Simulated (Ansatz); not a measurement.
Reaction: CH5BO (SMILES O(B)C) → CH4BO (SMILES [BH]OC, doublet) + H (doublet) (the B-H bond breaks)
Each species at its own B3LYP-D3(BJ)/def2-TZVP minimum (Ansatz, an electronic-structure program).

Total energies in hartree (Ansatz). Open shells are spin-unrestricted; no spin-orbit coupling. Correlated methods leave the cores frozen. No relativity. Where a partner has so few electrons that a lower coupled-cluster level is exact, that level stands in.

```csv
species,HF/cc-pVTZ,CCSD(T)/cc-pVTZ,HF/cc-pVQZ,CCSD(T)/cc-pVQZ,CCSD(T)/cc-pVDZ,CCSDT(Q)/cc-pVDZ
1: CH5BO (SMILES BOC),-140.40134,-140.97038,-140.41163,-141.01343,-140.81982,-140.82143
"2: CH4BO (SMILES [BH]OC, doublet)",-139.76070,-140.29498,-139.77095,-140.33700,-140.14987,-140.15157
3: H (doublet),-0.49981,-0.49981,-0.49995,-0.49995,-0.49928,-0.49928
```

Problem. Work out the bond dissociation energy (electronic) in kcal/mol: take Hartree-Fock from cc-pVQZ, extrapolate the CCSD(T) correlation energy as X^-3 (X = 3, 4), and add CCSDT(Q) - CCSD(T) in cc-pVDZ. 1 hartree = 627.51 kcal/mol.

Solution. 
Species 1: correlation (64·(-0.60180) - 27·(-0.56904))/37 = -0.62571; step -0.00161; E1 = -140.41163 + (-0.62571) + (-0.00161) = -141.03895
Species 2: correlation (64·(-0.56605) - 27·(-0.53428))/37 = -0.58923; step -0.00170; E2 = -139.77095 + (-0.58923) + (-0.00170) = -140.36188
Species 3: correlation (64·(0.00000) - 27·(0.00000))/37 = 0.00000; step +0.00000; E3 = -0.49995 + (0.00000) + (+0.00000) = -0.49995
-1·E1 +1·E2 +1·E3 = 0.17712 hartree = 111.1 kcal/mol.
